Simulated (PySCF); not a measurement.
C₄H₅F, SMILES C(#C)[C@@H](F)C. Atoms are numbered in the order given.

```xyz
10

C      2.0728    -0.7214    -0.2807
C      0.9939    -0.2558     0.0078
C     -0.3159     0.2868     0.3749
C     -1.4178    -0.7500     0.2957
F     -0.6335     1.3446    -0.4523
H      3.0321    -1.1299    -0.5407
H     -0.2484     0.6887     1.4026
H     -1.4918    -1.1414    -0.7286
H     -1.2112    -1.5860     0.9786
H     -2.3770    -0.2903     0.5729
```
Charge 0, spin multiplicity 1.

Coordinates come from a PBE0-D3(BJ)/def2-SVP optimisation. The structure was generated by enumeration; whether it is a known compound was not checked.

Method: TDDFT-PBE/def2-SVPD (PySCF 2.14.0).

Vertical excitations. The molecule is in vacuum.

| state | energy (eV) | λ (nm) | f | main pairs |
|---|---|---|---|---|
| S1 | 6.10 | 203 | 0.000 | HOMO→LUMO 99 % |
| S2 | 6.60 | 188 | 0.007 | HOMO→LUMO+1 51 %, HOMO−1→LUMO 48 % |
| S3 | 6.89 | 180 | 0.005 | HOMO−1→LUMO+1 91 % |
| S4 | 7.13 | 174 | 0.057 | HOMO→LUMO+2 74 % |
| S5 | 7.52 | 165 | 0.028 | HOMO−1→LUMO+2 95 % |
| S6 | 7.65 | 162 | 0.004 | HOMO−2→LUMO 97 % |
| S7 | 7.82 | 159 | 0.049 | HOMO→LUMO+3 77 % |
| S8 | 7.87 | 158 | 0.002 | HOMO−3→LUMO 83 %, HOMO→LUMO+3 14 % |
| S9 | 8.00 | 155 | 0.041 | HOMO→LUMO+4 84 % |
| S10 | 8.08 | 153 | 0.058 | HOMO−2→LUMO+1 70 %, HOMO→LUMO+4 12 % |
| T1 | 5.23 | 237 | 0 | HOMO−1→LUMO 71 %, HOMO→LUMO+1 21 % |
| T2 | 5.54 | 224 | 0 | HOMO→LUMO 85 % |
| T3 | 5.74 | 216 | 0 | HOMO→LUMO+1 67 %, HOMO−1→LUMO 25 % |
| T4 | 6.57 | 189 | 0 | HOMO−1→LUMO+1 82 %, HOMO→LUMO 13 % |
Triplets are in the Tamm–Dancoff approximation, which puts them higher than full response would, so one can lie above its singlet here.
